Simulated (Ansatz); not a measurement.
Relaxation of GaH6O2P (10 atoms, charge 0, multiplicity 1), to a largest force component of 0.03 eV/Å in at most 50 steps.

All numbers below come from Ansatz 0.2.0, RKS BHLYP-D4/def2-SVP.

```xyz
10
Properties=species:S:1:pos:R:3
Ga -0.578 0.181 -0.113
H 2.131 0.981 0.105
O -0.168 0.983 -1.640
O -1.831 1.052 0.797
H 2.117 0.490 0.606
P 0.538 -1.685 0.616
H -0.652 1.790 -1.805
H -2.083 0.718 1.652
H -0.565 -2.566 0.447
H 1.089 -1.944 -0.665
```

Task: Where does it end, and by what steps?

Result: The run converged. The force dipped under the threshold on the way, but the program's further checks kept it going. After 21 steps the energy has fallen by 0.135 eV; H5 moved furthest, 1.24 Å.

| step | energy less start (eV) | largest force component (eV/Å) | accepted |
| --- | --- | --- | --- |
| 0 | 0.0000 | 1.618 | yes |
| 1 | -0.0903 | 0.312 | yes |
| 2 | -0.1057 | 0.079 | yes |
| 3 | -0.0469 | 0.727 | no |
| 4 | -0.1073 | 0.514 | yes |
| 5 | -0.1177 | 0.233 | yes |
| 6 | -0.1221 | 0.301 | yes |
| 7 | -0.1268 | 0.117 | yes |
| 8 | -0.1291 | 0.071 | yes |
| 9 | -0.1307 | 0.103 | yes |
| 10 | -0.1311 | 0.100 | yes |
| 11 | -0.1321 | 0.089 | yes |
| 12 | -0.1326 | 0.060 | yes |
| 13 | -0.1332 | 0.022 | yes |
| 14 | -0.1338 | 0.031 | yes |
| 15 | -0.1339 | 0.060 | yes |
| 16 | -0.1342 | 0.034 | yes |
| 17 | -0.1345 | 0.025 | yes |
| 18 | -0.1343 | 0.069 | no |
| 19 | -0.1347 | 0.023 | yes |
| 20 | -0.1345 | 0.077 | no |
| 21 | -0.1348 | 0.021 | yes |

```xyz
10
Properties=species:S:1:pos:R:3
Ga -0.514 -0.011 -0.082
H 2.140 1.559 -0.050
O 0.178 0.899 -1.438
O -1.770 0.895 0.787
H 2.596 1.636 0.548
P 0.336 -2.085 0.445
H -0.189 1.769 -1.578
H -2.189 0.490 1.541
H -0.933 -2.647 0.735
H 0.345 -2.506 -0.907
```

Run time: 34 s on 2 threads of Intel(R) Xeon(R) 6975P-C (Granite Rapids), with other jobs on the host, peak memory 0.27 GiB.
